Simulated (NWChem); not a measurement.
A series in which one site is exchanged, each optimised at PBE0/def2-SVP with NWChem, gas phase unless a solvent is named. All stand in one matching conformer (torsions within 35°), which need not be the lowest. This build's default masses of Se (78.918 u) and Br (79.917 u) are each other's, which moves their modes by up to 0.6 %. Some are not confirmed as minima by frequencies. def2 effective core potentials on I; no spin-orbit coupling.

A: OBCl (BH2OCl; site = Cl)
B: IBO (BH2OI; site = I)
C: OBBr (BH$_{2}$OBr; site = Br)
D: BO (BH3O; site = H)

Values for A:

```
Item                                                   Result
-----------------------------------------------------  ------
dipole (D), PBE0/def2-SVP                                1.34
orbital gap (eV), PBE0/def2-SVP                          8.89
vertical ionisation energy, ΔSCF, B3LYP/def2-SVP (eV)   11.74
static polarisability, B3LYP/def2-SVPD (bohr³)           33.9
lowest singlet excitation, B3LYP/def2-SVPD, TDA (eV)     6.86
```

Problem. How do these values change for the other members?

Solution. 
```tsv
change from A	B	C	D
dipole (D), PBE0/def2-SVP	+0.03	-0.01	+0.40
orbital gap (eV), PBE0/def2-SVP	-1.90	-0.87	-0.35
vertical ionisation energy, ΔSCF, B3LYP/def2-SVP (eV)	-1.64	-0.68	-0.07
static polarisability, B3LYP/def2-SVPD (bohr³)	+21.3	+7.6	-12.3
lowest singlet excitation, B3LYP/def2-SVPD, TDA (eV)	-1.65	-0.75	-0.45
```
